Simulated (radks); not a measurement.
Ionisation of the cerium ion Ce+, [Xe] 4f1 5d2, to [Xe] 4f2 as the strength of local exchange is varied. Calculated with a radial shooting solver on a logarithmic mesh with Libxc functionals: Dirac Kohn-Sham, Slater X-alpha exchange (alpha = 2/3 is LDA exchange), no correlation, spin-unpolarised, spherical densities, finite nucleus; open shells fill j = l - 1/2 first; Fermi nuclear charge, rms radius 4.8771 fm.

alpha,E(Ce+) (hartree),exchange (hartree),IE (eV),-e of the level emptied (eV),<r> of it (bohr)
0.626,-8840.3276,-185.3908,9.197,6.145 (5d3/2),2.965
0.667,-8852.4779,-197.7972,9.007,6.437 (5d3/2),2.908
0.75,-8877.1246,-223.0108,8.601,7.064 (5d3/2),2.799
0.793,-8889.9194,-236.1249,8.382,7.408 (5d3/2),2.747
0.831,-8901.2413,-247.7433,8.185,7.722 (5d3/2),2.703
0.857,-8908.9958,-255.7087,8.048,7.943 (5d3/2),2.674
0.912,-8925.4211,-272.6007,7.755,8.426 (5d3/2),2.615
0.99,-8948.7647,-296.6552,7.330,9.145 (5d3/2),2.538

NIST Atomic Spectra Database: 10.96 eV (semi-empirical). The central value is not met in this range of alpha. Spin polarisation and multiplet splitting are left out, so open shells lie too high by an amount that depends on their filling.

Beside tabulated values, note that spin-unpolarised runs miss the spin-polarisation part of the exchange energy of open shells.
